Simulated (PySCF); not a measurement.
Isomers of C3H7FPSi2 (doublet state), one GFN2-xTB conformer each. Single-point energies are computed at B3LYP/pcH-1 (PySCF, gas phase, no added dispersion term), electronic only. GFN2-xTB treats the open shell by occupation alone, and not every SCF solution was tested for stability.

Question: Rank them by B3LYP/pcH-1 energy, lowest first (kJ/mol).
A. `[CH3:1][C:2]#[C:3][SiH2:4][Si@H:5]([F:6])[PH:7]` (doublet state) with C3–Si4–Si5–F6 72°, Si4–Si5–P7–H -67°
B. `[CH2:1][C:2]#[C:3][SiH2:4][Si@@H:5]([F:6])[PH2:7]` (doublet state) with C3–Si4–Si5–F6 155°, Si4–Si5–P7–H -35° and 58°
C. `[CH3:1][C:2]#[C:3][SiH2:4][Si:5]([F:6])[PH2:7]` (doublet state) with C3–Si4–Si5–F6 178°, Si4–Si5–P7–H 161° and 68°

Answer: A (0.0), C (26.4), B (43.4).

Neighbours under 21 kJ/mol apart (CC#C[SiH2][Si](F)P and [CH2]C#C[SiH2][Si@@H](F)P) can change places with a better method, another conformer or zero-point energy. GFN2-xTB itself gives, in the same order: 0.0, 8.2, 65.6. Both levels put the same isomer lowest; measured from each level's own lowest isomer, the values differ by up to 22.2 kJ/mol ([CH2]C#C[SiH2][Si@@H](F)P: 65.6 against 43.4).
